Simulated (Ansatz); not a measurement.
CuF+, multiplicity 2 (lowest of 2S+1 = 2, 4 at CCSD(T)/def2-TZVPP on PBE0 minima; our sources give no spin for the ground state, which may be another), most abundant isotopes (62.9296 and 18.9984 u). Constants from fifth-degree fits in 1/R to seven points on the lowest solution found; no spin–orbit coupling, no relativity up to Kr; ω_e x_e and α_e move by some per cent with the fit.

Correlated levels freeze the inner cores; with def2 sets outer-core shells near the valence are correlated too.

Codes used: Ansatz (a program for electronic structure) with Gaussian orbitals. Values without a source in brackets are computed.

| level | r_e (Å) | ω_e (cm⁻¹) | ω_e x_e (cm⁻¹) | α_e (cm⁻¹) |
|---|---|---|---|---|
| CCSD(T)/def2-TZVPP | 1.6790 | 735.3 | 6.09 | 0.00363 |

### Question
Derive the rotational constants, the centrifugal constant, the fundamental, the zero-point energy and the force constant.

### Answer

μ = 14.59284 u.
- CCSD(T)/def2-TZVPP: B_e = 16.8576/(μ r_e²) = 0.40979 cm⁻¹; B₀ = B_e − α_e/2 = 0.40798 cm⁻¹; D = 4B_e³/ω_e² = 5.09e-07 cm⁻¹; fundamental ω_e − 2ω_e x_e = 723 cm⁻¹; zero-point energy ω_e/2 − ω_e x_e/4 = 366 cm⁻¹; k = μ(2πcω_e)² = 465 N/m

Doubts at one or more of the structures used: T1 above 0.05 (CCSD(T)/def2-TZVPP).
